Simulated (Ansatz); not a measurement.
AgBr2⁻. Charge -1, multiplicity 3. Geometry PBE-D4/def2-TZVPD; atoms count from 1.

Cartesian coordinates in Å:
```
Ag -1.275 -0.058 0.168
Br 0.412 -0.073 -1.837
Br 0.864 0.132 1.669
```

In the def2 sets Ag takes a core potential; there is no spin–orbit coupling. At PBE0-D4/def2-TZVPD a singlet of charge -1 lies 3.49 eV below the triplet, each at its own geometry. The structure comes from a short search, and lower isomers may exist.

(1) Estimate the Mulliken populations from the PBE0/def2-TZVPD orbitals of Ansatz.

(2) Where does the spin sit?

(3) And the Mayer bond orders between heavy atoms (over 0.3)?

## Answers

(1) 
```
atom  charge (e)  spin (α − β)  d electrons
 Ag1       -0.39          1.24         9.73
 Br2       -0.31          0.38            –
 Br3       -0.31          0.38            –
```
Mulliken values depend strongly on the basis. With diffuse functions, as here, like atoms can get unlike values, and bond orders can come out too low or too high.

(2) Summed by element: Ag 1.24, Br 0.76, of 2 unpaired in all. Largest on single atoms: Ag1 1.24, Br2 0.38, Br3 0.38.

(3) Ag1–Br2 0.52 (2.62 Å); Ag1–Br3 0.52 (2.62 Å).
